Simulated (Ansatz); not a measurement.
Abridged output of a molecular run in Ansatz:

```
Functional definition: HF
1055 factors; integrals over basis functions are off by at most 7.1e-4 eV
mean field evaluation 1: about -9179.5055 eV, gradient 7.1e1 eV
mean field evaluation 2: about -9179.5157 eV, gradient 7.1e1 eV
mean field evaluation 4: about -9189.1195 eV, gradient 8.8e0 eV
mean field evaluation 8: about -9189.2936 eV, gradient 1.6e-1 eV
mean field evaluation 16: about -9189.2632 eV, gradient 2.7e0 eV
mean field -9189.29371494 eV, -337.7003152970 hartree, gradient 1.7e-6 eV, S^2 0.000000; 0 other end points of the search recorded, 0 dependent functions left out
4 core orbitals not correlated: weight in the atoms' cores, before any rotation towards them, 1.000 or more for the frozen orbitals, at most 0.000 for the correlated occupied ones
reference -9189.29371494 eV, -337.7003152970 hartree; 20, 20 occupied and 84, 84 virtual orbitals, 1055 factors
second order -28.16995430 eV of doubles, -0.00000000 eV of singles
cycle   1  -26.81612031 eV  change     1.4e0 eV  update   2.0e-1
cycle   2  -27.72352369 eV  change   -9.1e-1 eV  update   8.7e-2
cycle   3  -27.96948693 eV  change   -2.5e-1 eV  update   3.1e-2
cycle   4  -27.97399372 eV  change   -4.5e-3 eV  update   9.5e-3
cycle   5  -27.96245555 eV  change    1.2e-2 eV  update   2.9e-3
cycle   6  -27.96313836 eV  change   -6.8e-4 eV  update   1.3e-3
cycle   7  -27.96334658 eV  change   -2.1e-4 eV  update   5.2e-4
cycle   8  -27.96306066 eV  change    2.9e-4 eV  update   2.0e-4
cycle   9  -27.96311859 eV  change   -5.8e-5 eV  update   8.6e-5
cycle  10  -27.96313814 eV  change   -2.0e-5 eV  update   3.8e-5
perturbative correction -0.99472934 eV, -0.0365556290 hartree
Total energy: -9218.25158242 eV, -338.7644972985 hartree
```

Its atoms:

Cartesian coordinates in Å:
```
N 0.651 1.656 -0.392
Ta -0.006 0.075 0.048
O -1.912 0.256 0.229
O 0.828 -0.476 1.692
O 0.373 -1.215 -1.308
H 0.998 2.581 -0.578
H -2.568 -0.435 0.326
H 0.794 -1.333 2.117
H 0.842 -1.110 -2.135
```

Question: Which basis set was used?
A. def2-TZVPP
B. cc-pV(T+d)Z
C. def2-TZVPPD
D. def2-SVP

Answer: D. It gives 108 functions.

Question: Write the keys of the input that set method, charge and spin (a neutral closed shell needs none for the last two).

Answer: 
```yaml
correlation: {method: ccsd_t}
```
